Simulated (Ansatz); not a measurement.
CH5S, charge +1, singlet, geometry from GFN2-xTB. Base run: CAM-B3LYP/aug-cc-pVDZ (Ansatz, a quantum-chemistry and plane-wave program).

Geometry (Å):
```xyz
7

C     -0.0375     1.1853    -0.1153
S     -0.0210    -0.6177     0.1516
H      1.2516    -0.8540    -0.2500
H     -1.0683     1.5235    -0.0344
H      0.5463     1.6440     0.6799
H      0.3725     1.4460    -1.0858
H     -0.5419    -0.9878    -1.0434
```
Charge +1, spin multiplicity 1.
All else is at Ansatz's defaults.
Base energy -438.98497 Eh.

Variants of this job, named by their change:

```tsv
change	ΔE vs base (mEh)
base	0.000
lower_state_search = light	0.000
accuracy = high	-0.012
lower_state_search = full	0.000
point_charge = charge:-1.0 position_ang:-1.5404, 3.6593, -3.4222	-104.4
final_grid = 4, 8, 17	0.015
forces = on	-0.013
final_grid = 6, 12, 29	0.002
nuclear_model = gaussian	0.326
fitting.mean_field = def2-universal-JKFIT	-0.064
point_charge = charge:1.0 position_ang:-2.1364, 4.6334, 0.5856	101.1
```
